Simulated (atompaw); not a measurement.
u(r) = r·R(r): atom against pseudo-atom (Dy)

Columns: radius, all-electron u(r) and pseudo u(r) of the 5p shell (level -25.86 eV) of dysprosium in the configuration [Kr] 4d10 4f10 5s2 5p6 5d0 6s1.75 6p0.25; LDA (PW92), scalar-relativistic, PAW (atompaw) scheme, atompaw 4.2.0.5.

```
r (bohr)  all-electron  pseudo
   0.115        0.1541  0.0130
   0.231        0.1628  0.0516
   0.346       -0.3219  0.1126
   0.462       -0.4621  0.1929
   0.577       -0.2690  0.2857
   0.692        0.0511  0.3855
   0.808        0.3658  0.4867
   0.923        0.6121  0.5812
   1.038        0.7804  0.6639
   1.154        0.8789  0.7307
   1.269        0.9199  0.7768
   1.385        0.9192  0.8012
   1.500        0.8895  0.8035
   1.615        0.8412  0.7855
   1.731        0.7815  0.7500
   1.846        0.7168  0.7016
   1.962        0.6501  0.6443
   2.077        0.5853  0.5837
   2.192        0.5234  0.5232
   2.308        0.4650  0.4650
   2.423        0.4117  0.4117
   2.538        0.3632  0.3632
   2.654        0.3190  0.3190
   2.769        0.2797  0.2797
   2.885        0.2444  0.2444
   3.000        0.2135  0.2135
```

**Question.** How many radial nodes do the two functions have?

**Answer.** The all-electron 5p function has n − l − 1 = 3 (the table is too coarse to show those close to the nucleus); the pseudo-wave has 0, since the states of the same l below it are removed with the core.

**Question.** At about which radius was the pseudo-wave matched?

**Answer.** 2.40 bohr. The columns agree to 0.0005 from 2.19 bohr on; several derivatives are matched, so the curves merge somewhat inside the radius.

**Question.** Where does each function peak?

**Answer.** Outermost all-electron maximum near 1.27 bohr, pseudo maximum near 1.50 bohr (to the table’s step).

**Question.** Is the pseudo-wave norm-conserving?

**Answer.** No, it belongs to a PAW set: the norm inside the radius is not constrained, and the difference is carried by the augmentation charge.
